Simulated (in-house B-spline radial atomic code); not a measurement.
Ba. Computed with a B-spline radial atomic code. Model: all-electron spherical atom, spin shells full or empty, radial basis limit, no spin-orbit coupling, Breit or QED, empty-state partial waves extrapolated as (l+1/2)^-4, RPA, G0W0 and static COHSEX of the highest shell as one setting changes (uncorrelated shells keep exact exchange).

Empty levels are discrete states of a finite basis, so the steps are uneven.

Given: element Ba; charge 0; filled core Xe; hamiltonian one-electron scalar X2C; mean-field start PBE0; highest l of empty states 9; nuclear rms radius 4.8378 fm; lowest nl shells left uncorrelated 8; highest mean-field shell 6s; box radius 40 bohr.

Shell: 6s 1 1 (electrons up and down).

| highest empty level kept (hartree) | RPA correlation energy (hartree) | G0W0 level (eV) | G0W0 minus most complete (meV) | COHSEX level (eV) | linearised minus solved G0W0 (meV) |
| --- | --- | --- | --- | --- | --- |
| 1 | -0.47056 | -5.1649 | 185.5 | -6.2634 | 1.4 |
| 2 | -0.60946 | -5.2395 | 111 | -6.4359 | 0.6 |
| 3.5 | ? | ? | ? | ? | ? |
| 6 | ? | ? | ? | ? | ? |
| 10 | -0.91951 | -5.328 | 22.4 | -6.6647 | -0.5 |
| 18 | -1.0162 | -5.3389 | 11.5 | -6.6935 | -0.7 |
| 30 | -1.0877 | -5.3447 | 5.7 | -6.7119 | -0.8 |
| 60 | -1.1398 | -5.3484 | 2.1 | -6.7248 | -0.8 |
| 120 | -1.167 | -5.3499 | 0.5 | -6.7314 | -0.8 |
| 250 | -1.173 | -5.3503 | 0.1 | -6.7331 | -0.8 |
| 600 | -1.1746 | -5.3504 | 0 | -6.7337 | -0.9 |
| 2000 | -1.175 | -5.3504 | 0 | -6.7338 | -0.9 |

Task: What follows for highest empty level kept = 3.5?

Result: RPA correlation energy -0.75433 hartree; G0W0 level -5.2861 eV; G0W0 minus most complete 64.3 meV; COHSEX level -6.5513 eV; linearised minus solved G0W0 0 meV.

Task: What follows for highest empty level kept = 6?

Result: RPA correlation energy -0.84431 hartree; G0W0 level -5.3146 eV; G0W0 minus most complete 35.9 meV; COHSEX level -6.6303 eV; linearised minus solved G0W0 -0.3 meV.
